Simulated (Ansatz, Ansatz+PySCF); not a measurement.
```csv
atom,x (Å),y (Å),z (Å)
C,0.0000,0.0000,-1.2058
S,0.0000,0.0000,0.4522
```

Basis set: def2-SVP (spherical functions). Correlated methods keep 6 orbitals frozen. Charge 0, multiplicity 1.

Computed with Ansatz (development build ahead of 0.2.0); each method stands on the lowest determinant of its kind that the runs found. Restricted open shells among the atoms or ions are ROHF, correlated in semicanonical orbitals with singles.

Q: Give the atomization energy at this shape (free ground-state atoms in the same class of orbitals less the molecule, no zero-point energy) of singlet CS by RHF-CCSD(T), RHF-CCSD, RHF-MP2, UHF-MP2, UHF, RHF.

A:

| method | atomization energy |
| --- | --- |
| RHF-CCSD(T) | 6.65 eV |
| RHF-CCSD | 6.23 eV |
| RHF-MP2 | 6.83 eV |
| UHF-MP2 | 6.70 eV |
| UHF | 3.61 eV |
| RHF | 3.82 eV |

Caution: the shape is not the minimum. Caution for RHF-CCSD(T), RHF-CCSD, RHF-MP2, UHF-MP2: large share of triples, a single reference is doubtful. Caution for UHF-MP2: another reference gives a lower total.
